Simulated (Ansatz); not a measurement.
`COBC=O` → `B1COCO1`  (isomerisation)

Computed with Ansatz on PBE0-D4/def2-TZVP structures; ΔE is electronic, products minus reactants. CCSD(T)/CBS adds triple-zeta CCSD(T) − MP2 to the extrapolated MP2 energy (def2 sets, frozen cores). Each species was taken in one conformer, which may not be the lowest.

| level | ΔE (eV) |
| --- | --- |
| HF/def2-SVP | -0.33 |
| SCS-MP2/def2-TZVPP | -0.37 |

Q: What does CCSD(T)/CBS give? (An estimate is asked.)

A: Ansatz gave: -0.44 eV. The listed levels differ from it by 0.11, 0.07 eV.

Largest T1 diagnostic among the species: 0.015.

At CCSD(T), def2-SVP lies +0.14 eV from the extrapolated value and def2-TZVPP +0.02 eV. The D4 term adds −0.04 eV with B3LYP and −0.02 eV with PBE0; it sums over pairs of atoms, weighted by their polarisabilities, and B3LYP, whose exchange is more repulsive, gets the larger term. From PBE to PBE0 (25 % exact exchange), in def2-TZVPP and without D4, ΔE moves by −0.13 eV.

B3LYP here is the variant with VWN-RPA as its local correlation; programs differ in this.
